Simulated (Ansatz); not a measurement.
Consider the redistribution: `CC([SiH3])[TeH]` + `CN[AsH]C` → `C[AsH]N[SiH3]` + `CC(C)[TeH]`.

Program: Ansatz. Geometries: PBE0-D4/def2-TZVP. ΔE: electronic, gas phase. CCSD(T)/CBS adds triple-zeta CCSD(T) − MP2 to the extrapolated MP2 energy (def2 sets, frozen cores). def2 core potentials past Kr. For As, Te outer-core shells are correlated without core-valence functions, which leaves a few kJ/mol of doubt a bond. Scalar relativity is left out up to krypton. One conformer a species, not always the lowest.

`CC([SiH3])[TeH]`:

```xyz
12

C     1.276    0.645   -0.663
C    -0.129    0.078   -0.509
Si   -0.738    0.107    1.265
Te   -0.110   -1.969   -1.218
H     1.301    1.691   -0.342
H     1.620    0.612   -1.700
H     2.000    0.097   -0.052
H    -0.824    0.610   -1.160
H    -0.823    1.518    1.745
H     0.219   -0.633    2.127
H    -2.086   -0.510    1.367
H    -1.705   -2.244   -0.860
```

`CN[AsH]C`:

Cartesian coordinates in Å:
```
C 1.275 1.155 1.189
N 0.713 0.128 0.334
As -1.127 0.149 0.132
C -1.247 -1.484 -0.941
H 2.323 0.928 1.401
H 1.228 2.174 0.776
H 0.743 1.162 2.143
H 1.200 0.079 -0.552
H -1.270 1.096 -1.078
H -2.255 -1.567 -1.351
H -1.055 -2.338 -0.291
H -0.528 -1.482 -1.760
```

`C[AsH]N[SiH3]`:

Z-matrix (Å, degrees):
```
C
As 1 1.962
H 1 1.092 2 108.8
H 1 1.090 2 108.3 3 118.3
H 1 1.089 2 111.5 3 -121.0
N 2 1.855 1 99.0 3 165.9
H 2 1.533 1 94.5 3 68.0
Si 6 1.721 2 124.5 1 -75.4
H 6 1.008 2 111.6 1 132.6
H 8 1.488 6 108.9 2 173.6
H 8 1.486 6 108.8 2 53.8
H 8 1.492 6 113.8 2 -65.6
```

`CC(C)[TeH]`:

Cartesian coordinates in Å:
```
C 0.203 1.452 0.087
C -0.277 0.062 -0.285
C 0.786 -0.995 -0.077
Te -2.056 -0.350 0.889
H -0.559 2.213 -0.093
H 0.495 1.502 1.139
H 1.083 1.712 -0.511
H -0.622 0.056 -1.320
H 1.104 -1.033 0.968
H 0.435 -1.989 -0.358
H 1.665 -0.763 -0.691
H -2.257 -1.868 0.253
```

```
          species  CCSD(T)/CBS(def2) energy (Eh)
`CC([SiH3])[TeH]`                     -637.71443
       `CN[AsH]C`                    -2370.61607
  `C[AsH]N[SiH3]`                    -2621.67089
     `CC(C)[TeH]`                     -386.69819
```

Work out ΔE.

ΔE = (-2621.67089) + (-386.69819) − (-637.71443) − (-2370.61607) = -0.03858 Eh = -101.3 kJ/mol.

Largest T1 diagnostic among the species: 0.011.

From PBE to PBE0 (25 % exact exchange), in def2-TZVPP and without D4, ΔE moves by −4.3 kJ/mol.
